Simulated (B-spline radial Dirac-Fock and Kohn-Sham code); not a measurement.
# Muonic isotope shifts in holmium

Calculated with a B-spline atomic structure program, using the Dirac equation of a negative muon with reduced mass in the field of a spherical finite nucleus, with the Uehling potential to all orders; nuclear polarisation, deformation, hyperfine structure, self-energy, higher-order vacuum polarisation, relativistic recoil and electron screening are left out. Nuclear charge: Fermi distribution (skin thickness 2.3 fm); radii from Angeli and Marinova (2013). Reference ¹⁵⁸Ho, radius 5.1571 fm: 2p3/2 → 1s1/2 4886 keV, 3d5/2 → 2p3/2 1729 keV.

```tsv
A	radius (fm)	δ⟨r²⟩ (fm²)	shift 2p3/2 → 1s (keV)	shift 3d5/2 → 2p3/2 (keV)
151	5.0398	-1.196	+80.61	+4.45
152	5.0614	-0.978	+65.62	+3.64
153	5.076	-0.830	+55.52	+3.09
154	5.0856	-0.732	+48.90	+2.73
155	5.1076	-0.508	+33.78	+1.89
156	5.1156	-0.426	+28.30	+1.59
157	5.1535	-0.037	+2.44	+0.13
159	5.1675	+0.107	-7.05	-0.40
160	5.1662	+0.094	-6.16	-0.34
161	5.1785	+0.221	-14.48	-0.82
162	5.1817	+0.254	-16.64	-0.93
163	5.1907	+0.348	-22.71	-1.28
165	5.2022	+0.467	-30.45	-1.72
```
